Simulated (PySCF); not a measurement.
C5H4N2S (charge +1 and doublet state).
Geometry (GFN2-xTB, Å), atoms numbered from 1 in this order:
```
atom  x, y, z in Å
C1     3.429    0.697   -0.699
C2     2.349    0.244   -0.388
C3     1.111   -0.275   -0.031
N4     0.958   -1.586    0.255
S5    -0.508   -1.970    0.632
C6    -1.034   -0.162    0.390
C7    -2.394    0.289    0.584
N8     0.000    0.489    0.050
H9     4.369    1.094   -0.971
H10   -3.077   -0.253   -0.077
H11   -2.473    1.359    0.392
H12   -2.730    0.073    1.602
```

As a line formula: `[CH+]=[C]c1nc(C)sn1` [radical] (charge +1).

Method used: UKS B3LYP, pcH-1 on C H N S, non-relativistic, mean-field spin-orbit, GIAO (PySCF). Geometry: GFN2-xTB; no solvent, vibrations or thermal averaging. Couplings are sensitive to structure, and on GFN2-xTB geometries they can be far from those on DFT ones, by a factor of two or more for some ions and for spin on atoms past the first row. No stability test was run, so a lower SCF solution isn't excluded.

Break the g tensor into its mass correction, gauge correction and orbital-Zeeman/spin–orbit terms.

```json
{"Δg (ppt)": "relativistic mass correction", "1": "-0.19", "2": "-0.19", "3": "-0.19"}
{"Δg (ppt)": "gauge correction", "1": "-0.01", "2": "0.05", "3": "0.04"}
{"Δg (ppt)": "orbital Zeeman/spin–orbit", "1": "-0.04", "2": "4.23", "3": "7.57"}
{"Δg (ppt)": "total", "1": "-0.24", "2": "4.09", "3": "7.41"}
```

So g = 2.00208, 2.00641, 2.00973 and g_iso = 2.00608; the tensor is rhombic: the two nearest values differ by 43 % of g3 − g1. Axes: g3 points within 3° of the C3–N4 bond.

What are the electron Larmor frequencies g μB B/h along the three axes at 340 mT?

9.5274, 9.5480, 9.5638 GHz for g1, g2 and g3, a range of 36.4 MHz.

What effective moment and Curie constant follow for a powder?

With the mean of g² = 4.0244 and S(S+1) = 0.75: μ_eff = √(⟨g²⟩S(S+1)) = 1.737 μB and χT = 0.12505·⟨g²⟩·S(S+1) = 0.377 cm³ K/mol (cgs; spin-Hamiltonian part alone).

At 93.637 GHz, how far is the centre of the isotropic spectrum from where a free electron (g = 2.002319) resonates?

B = hν/(g μB) with μB/h = 13.99624 MHz/mT gives 3341.20 mT for the free electron and 3334.94 mT at g_iso, 6.26 mT lower.

In a frozen sample, at which fields do the three g values resonate at 9.5, 34, 94 and 263 GHz (hyperfine left aside), and which band first spreads them over more than twice a line width of 1.0 mT?

```json
{"band": "X", "GHz": "9.5", "B(g3) mT": "337.73", "B(g2) mT": "338.29", "B(g1) mT": "339.02", "spread mT": "1.29"}
{"band": "Q", "GHz": "34.0", "B(g3) mT": "1208.73", "B(g2) mT": "1210.73", "B(g1) mT": "1213.35", "spread mT": "4.62"}
{"band": "W", "GHz": "94.0", "B(g3) mT": "3341.78", "B(g2) mT": "3347.31", "B(g1) mT": "3354.55", "spread mT": "12.77"}
{"band": "J", "GHz": "263.0", "B(g3) mT": "9349.87", "B(g2) mT": "9365.35", "B(g1) mT": "9385.60", "spread mT": "35.73"}
```

The spread grows in proportion to the frequency. Q band is the first where it exceeds 2.0 mT.

The largest Mulliken spin populations are on C1 (+0.34), S5 (+0.33), C3 (+0.15) and N4 (+0.14).

The HOMO–LUMO gaps are 4.93 eV among the α and 2.70 eV among the β orbitals.

On an Arm Neoverse V2 with one thread, shared host with 96 logical CPUs at a one-minute load of 51, this took 79 s of wall time (with the writing of density and orbital grids) and 0.96 GiB of memory at its peak.

The SMILES draws the unpaired electron on C2; the largest computed Mulliken spin population is on C1 (0.34 against -0.02).
